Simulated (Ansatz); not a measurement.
`CC(C)[SiH2]O` → `C[CH]C`• + `O[SiH2]`•  (homolysis of the C–Si bond)

Gas-phase electronic energies from Ansatz, PBE0-D4/def2-TZVP geometries. CBS: MP2 limit from def2 TZ/QZ plus the TZ coupled-cluster correction, frozen cores. This one scheme is used for every species. No spin–orbit coupling; open shells (•) take unrestricted orbitals. Each species was taken in one conformer, which may not be the lowest.

```json
{"species": "`CC(C)[SiH2]O`", "MP2/def2-TZVPP energy (Eh)": "-484.26693"}
{"species": "`C[CH]C`•", "MP2/def2-TZVPP energy (Eh)": "-118.18557"}
{"species": "`O[SiH2]`•", "MP2/def2-TZVPP energy (Eh)": "-365.93634"}
```

Q: Work out ΔE.

A: ΔE = (-118.18557) + (-365.93634) − (-484.26693) = 0.14502 Eh = +91.0 kcal/mol. CCSD(T)/CBS gives +89.1 kcal/mol.

Largest T1 diagnostic among the species: 0.015.

From BLYP to BHLYP (50 % exact exchange), in def2-TZVPP and without D4, ΔE moves by +5.2 kcal/mol. In def2-TZVPP, CCSD(T) changes the Hartree–Fock value by +26.7 kcal/mol (the triples alone add +2.3 kcal/mol) and MP2 by +30.6 kcal/mol; breaking electron pairs costs correlation energy, which Hartree–Fock lacks. Leaving LDA and LC-ωPBE aside and taking each functional with its dispersion term where it has one, the values, not all of them listed here, spread over 9.9 kcal/mol, from r2SCAN-D4 to ωB97M-V. LDA lies +15.1 kcal/mol from PBE without D4, its usual overbinding.
